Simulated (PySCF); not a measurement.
## TDDFT excited states: C7H6F4

Compound: C7H6F4.
InChI=1S/C7H6F4/c1-5(3-2-4-8)6(9)7(10)11/h5H,4H2,1H3/t5-/m0/s1

Computed with TDDFT wB97X-D/def2-SVPD, vertical, gas phase, core orbitals frozen in the response in PySCF 2.14.0, density-fitted response routines. The structure is a single PBE0-D3(BJ)/def2-SVP conformer in the gas phase; no vibrational or solvent corrections. Torsions of this conformer, `[CH3:1][C@@H:2]([C:3]#[C:4][CH2:5][F:6])[C:7]([F:8])=[C:9]([F:10])[F:11]`: C1–C2–C7–F8 91°.

```tsv
state	E (eV)	E (kJ/mol)	λ (nm)	f	|μ| (D)	main configurations (H = HOMO, L = LUMO)
S1	6.01	580	206.3	0.0005	0.15	H-1→L (82%)
S2	6.61	638	187.5	0.016	0.79	H-2→L (36%), H→L (16%), H-1→L+1 (8%)
S3	6.88	664	180.2	0.014	0.74	H→L+2 (46%), H→L+4 (14%), H→L+3 (12%)
S4	6.99	674	177.4	0.013	0.69	H→L+1 (16%), H-2→L+1 (16%), H-2→L+2 (15%)
S5	7.19	694	172.3	0.016	0.76	H→L (39%), H→L+1 (21%), H→L+6 (12%)
S6	7.37	711	168.2	0.091	1.80	H→L (34%), H→L+1 (32%)
S7	7.63	736	162.5	0.050	1.31	H-1→L+1 (44%), H-1→L+2 (15%), H-1→L+3 (11%)
S8	7.68	741	161.5	0.148	2.26	H→L+2 (37%), H→L+1 (12%), H→L+6 (9%)
S9	7.98	770	155.4	0.065	1.47	H-2→L+1 (26%), H-1→L+2 (17%), H-2→L (12%)
S10	8.02	774	154.5	0.050	1.28	H-1→L+2 (28%), H-2→L+1 (20%), H-1→L+1 (16%)
```

Triplets (Tamm–Dancoff): T1 4.51 eV, H→L+1 (34%), H→L+2 (25%), H→L+4 (20%); T2 5.27 eV, H-2→L (52%); T3 5.60 eV, H-1→L (74%); T4 5.92 eV, H-2→L (15%), H-1→L+5 (14%), H-1→L+1 (13%).

The lowest singlet lies at 6.01 eV (206 nm, ultraviolet) and is very weak; its leading configuration is HOMO-1→LUMO (82%). The most intense listed level is S8 at 7.68 eV (161 nm, f = 0.148), 1.67 eV above S1. Löwdin shares by element: HOMO carbon 55% or more, fluorine 21% or more (atoms not listed hold the other 24%); LUMO carbon 59% or more, fluorine 9% or more (atoms not listed hold the other 32%). The oscillator strengths of these states sum to 0.463; summed over the whole spectrum of an exact calculation they would give the number of electrons, 84 (Thomas–Reiche–Kuhn). Orbital energies (eV): HOMO-3 -12.54, HOMO-2 -10.25, HOMO-1 -9.81, HOMO -9.30, LUMO 1.72, LUMO+1 1.91, LUMO+2 2.14. Of the 10 states listed, 9 reach f = 0.01 and none stays under 0.0005. The window holds the lowest 10 singlets.
